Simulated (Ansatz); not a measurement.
Calculated with Ansatz (gas phase, PBE0-D4/def2-TZVP geometries, no zero-point term in ΔE). CCSD(T)/CBS is the MP2 limit (def2-TZVPP, def2-QZVPP) plus CCSD(T) − MP2 in def2-TZVPP, frozen cores. This one scheme is used for every species. Functionals use def2-TZVPP. B3LYP here is the variant with VWN-RPA as its local correlation; programs differ in this. HSE06 is defined as in plane-wave codes. Each species was taken in one conformer, which may not be the lowest.

`[AlH2][NH]C#C[SiH3]` + H₂O → `OC#C[SiH3]` + `[NH2][AlH2]`  (formal hydrolysis of a C–N bond)

`[AlH2][NH]C#C[SiH3]`:

```xyz
11

Al    0.914   -2.018   -1.893
N    -0.427   -1.461   -0.825
C    -0.419   -0.372   -0.055
C    -0.372    0.627    0.632
Si   -0.316    2.109    1.659
H     0.599   -3.348   -2.682
H     2.228   -1.154   -1.938
H    -1.290   -1.987   -0.767
H    -0.149    3.328    0.824
H    -1.584    2.230    2.426
H     0.816    2.045    2.620
```

H₂O:

```xyz
3

O     0.173   -0.264    0.228
H     0.164    0.688    0.342
H    -0.337   -0.424   -0.570
```

`OC#C[SiH3]`:

```xyz
8

O    -1.122    0.392    2.510
C    -0.601    0.215    1.337
C    -0.145    0.111    0.223
Si    0.541   -0.057   -1.442
H    -0.884   -0.333    3.101
H     1.475    1.060   -1.733
H     1.282   -1.341   -1.542
H    -0.546   -0.048   -2.453
```

`[NH2][AlH2]`:

```xyz
6

N     0.049   -0.936   -0.016
Al   -0.043    0.827    0.014
H     0.097   -1.524    0.801
H     0.062   -1.499   -0.851
H    -0.052    1.545    1.425
H    -0.112    1.588   -1.373
```

Problem. Is it downhill or uphill in electronic energy at CCSD(T)/CBS, and by how much? (An estimate is asked.)

Solution. Ansatz gave: Uphill: ΔE = +12.8 kcal/mol.

Problem. What do these levels give: r2SCANh-D4, r2SCAN0-D4, HSE06-D4, CAM-B3LYP-D4, ωB97M-V, B3LYP, r2SCAN0, LC-ωPBE, CCSD/def2-SVP, SCS-MP2/def2-TZVPP, SCS-MP2/def2-QZVPP, CCSD/CBS(def2)? (Estimate.)

Solution. The calculation gave: r2SCANh-D4 11.5, r2SCAN0-D4 11.8, HSE06-D4 11.9, CAM-B3LYP-D4 11.0, ωB97M-V 10.8, B3LYP 10.5, r2SCAN0 11.4, LC-ωPBE 10.1, CCSD/def2-SVP 9.9, SCS-MP2/def2-TZVPP 12.3, SCS-MP2/def2-QZVPP 12.7, CCSD/CBS(def2) 12.6 kcal/mol.

Largest T1 diagnostic among the species: 0.014.

At CCSD(T), def2-SVP lies −2.9 kcal/mol from the extrapolated value and def2-TZVPP −0.7 kcal/mol. The D4 term adds +1.4 kcal/mol with B3LYP and +0.8 kcal/mol with PBE0; it sums over pairs of atoms, weighted by their polarisabilities, and B3LYP, whose exchange is more repulsive, gets the larger term.
